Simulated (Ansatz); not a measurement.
**What each rung costs, and what it gives**

Saddle point of AlH3Cl2O, singlet (AlHCl₂ ([Cl][AlH][Cl]) + H₂O → AlHCl₂O ([OH][Al]([Cl])[Cl]) + H₂; bonds formed: H2–H5; dative contacts that become bonds: Al1–O6; bonds broken: Al1–H2, H5–O6), PBE0-D4/def2-TZVP structure:

```xyz
7
angstrom
Al -0.3847 -0.5116 -0.1090
H 0.3184 -0.2051 1.4559
Cl 0.0400 -2.4261 -0.8053
Cl -2.3230 0.2612 -0.2442
H 0.7914 0.4766 0.7850
O 0.8928 0.7519 -0.4156
H 0.6653 1.6529 -0.6667
```

Barriers are electronic and count from the start structure reached by relaxing down the imaginary mode.

Ansatz 0.2.0; basis: as named in each row; cores frozen in the correlated methods. B3LYP uses VWN-RPA correlation. Extrapolation: Hartree–Fock as exp(−7.88 √X), correlation as X^−2.97.

Times are rough, for one single point on 4 threads of a shared host (Arm Neoverse V2).

The estimate by CCSD(T) at an estimated basis limit (MP2 extrapolated from triple and quadruple zeta, plus CCSD(T) − MP2 in triple zeta) is 21.02 kcal/mol.

```tsv
method	basis	time (s)	barrier (kcal/mol)	method less estimate
HF	STO-3G	under 1	58.41	37.39
PBE-D4	STO-3G	under 1	27.67	6.65
SPW92	def2-SVP	under 1	12.60	-8.42
PBE-D4	def2-SVP	under 1	15.72	-5.30
B3LYP-D4	6-31G	under 1	30.92	9.90
PBE0-D4	def2-SVP	under 1	19.80	-1.22
SPW92	def2-TZVPP	under 1	11.94	-9.08
CCSD(T)	def2-SVP	1	23.36	2.35
PBE-D4	def2-TZVPP	1	14.90	-6.12
BLYP-D4	def2-TZVPP	1	16.48	-4.54
B3LYP-D4	def2-TZVPP	2	19.06	-1.96
BHLYP-D4	def2-TZVPP	2	23.17	2.15
PBE0-D4	def2-TZVPP	2	18.38	-2.64
CAM-B3LYP-D4	def2-TZVPP	2	19.93	-1.09
RPA on PBE	def2-TZVPP	3	20.43	-0.59
r2SCAN-D4	def2-TZVPP	3	16.12	-4.90
B2PLYP	def2-TZVPP	3	19.71	-1.31
wB97M-V	def2-SVP	3	21.67	0.65
PBE-QIDH	def2-TZVPP	3	20.39	-0.63
r2SCAN0-D4	def2-TZVPP	3	19.02	-2.00
wB97X-V	def2-TZVPP	5	20.74	-0.27
B97M-V	def2-TZVPP	5	19.89	-1.13
wB97M-V	def2-TZVPP	6	20.74	-0.28
MP2	def2-QZVPP	8	19.62	-1.40
CCSD(T)	def2-TZVPP	29	21.03	0.01
```

All methods are single points on the PBE0-D4 structures.

No T1 diagnostic of these runs exceeds 0.011.

The step is the kind of ligand exchange by which a precursor binds to a hydroxyl group, or is hydrolysed, in atomic layer deposition of oxides.

Labels in which every atom is bracketed show which atoms are joined, not bond orders.
